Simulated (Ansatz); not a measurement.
F₂Ge (SMILES [F][Ge][F]), singlet (typed; the unrestricted solution is spin-contaminated), geometry from GFN2-xTB, with bond 3-1 at 3.0 times its length.

Ansatz (an electronic-structure program) was given this input:
Ansatz 0.2 input:
```yaml
crystal:
  periodic: [false, false, false]
  atoms:
    - {symbol: Ge, position_ang: [0.01332486, -0.01119836, 0.43892087]}
    - {symbol: F, position_ang: [0.62471047, 1.17087434, -0.77062296]}
    - {symbol: F, position_ang: [-2.04291297, -3.37077713, -3.24779545]}
basis:
  gaussian:
    orbitals: 6-31G
hamiltonian:
  xc: hf
scf: {lower_state_search: standard}
magnetization: {spin_polarized: true}
```

Problem. What is the computed total energy (HF/6-31G in Ansatz)?

Solution. -2273.8130 Eh

Problem. What <S^2> does HF/6-31G give?

Solution. 1.005

Problem. Estimate the number of basis functions that HF/6-31G returns for this input.

Solution. 47
